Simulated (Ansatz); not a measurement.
# Cost against result

Saddle point of ZnH4SO, singlet (ZnH₂O ([OH][ZnH]) + H₂S → ZnH₂SO ([OH][Zn][SH]) + H₂; bonds formed: Zn1–S5, H2–H4; bonds broken: Zn1–H2, H4–S5), PBE0-D4/def2-TZVP structure:

Zn1  (0.176, -0.450, 0.391)
H2  (0.269, 0.822, 1.526)
O3  (0.738, -2.123, 0.117)
H4  (-0.359, 1.242, 0.732)
S5  (-1.165, 1.262, -0.733)
H6  (0.404, -2.502, -0.699)
H7  (-0.064, 1.749, -1.333)
(Å)

Barriers are electronic and count from the start structure reached by relaxing down the imaginary mode.

Computed with Ansatz 0.2.0 (basis: as named in each row); correlated methods freeze the cores. The 3s and 3p shells of Cu and Zn are frozen; filled d shells are correlated. B3LYP uses VWN-RPA correlation. Extrapolation: Hartree–Fock as exp(−7.88 √X), correlation as X^−2.97.

Times are rough, for one single point on 4 threads of a shared host (Arm Neoverse V1).

The estimate by CCSD(T) at an estimated basis limit (MP2 extrapolated from triple and quadruple zeta, plus CCSD(T) − MP2 in triple zeta) is 23.59 kcal/mol.

```tsv
method	basis	time (s)	barrier (kcal/mol)	method less estimate
HF	STO-3G	under 1	35.96	12.37
SPW92	def2-SVP	under 1	11.04	-12.55
PBE-D4	def2-SVP	under 1	15.67	-7.91
B3LYP-D4	6-31G	under 1	21.28	-2.31
PBE0-D4	def2-SVP	under 1	18.85	-4.74
SPW92	def2-TZVPP	under 1	14.18	-9.40
PBE-D4	def2-TZVPP	2	18.46	-5.12
BLYP-D4	def2-TZVPP	2	22.66	-0.93
CCSD(T)	def2-SVP	2	25.50	1.91
BHLYP-D4	def2-TZVPP	2	27.14	3.56
B3LYP-D4	def2-TZVPP	2	24.28	0.69
CAM-B3LYP-D4	def2-TZVPP	2	25.97	2.38
PBE0-D4	def2-TZVPP	2	20.86	-2.73
PBE-D4	STO-3G	3	19.05	-4.54
RPA on PBE	def2-TZVPP	3	25.81	2.22
r2SCAN-D4	def2-TZVPP	3	19.73	-3.85
B2PLYP	def2-TZVPP	4	24.65	1.07
PBE-QIDH	def2-TZVPP	4	22.81	-0.78
wB97M-V	def2-SVP	4	23.22	-0.37
r2SCAN0-D4	def2-TZVPP	4	21.64	-1.94
wB97X-V	def2-TZVPP	6	25.79	2.21
B97M-V	def2-TZVPP	6	22.53	-1.05
wB97M-V	def2-TZVPP	7	25.68	2.09
MP2	def2-QZVPP	11	23.24	-0.35
CCSD(T)	def2-TZVPP	48	25.09	1.50
```

All methods are single points on the PBE0-D4 structures.

T1 diagnostic: at most 0.017.

Exchanges of this kind with a chalcogen hydride build sulfide and selenide films.

Labels in which every atom is bracketed show which atoms are joined, not bond orders.
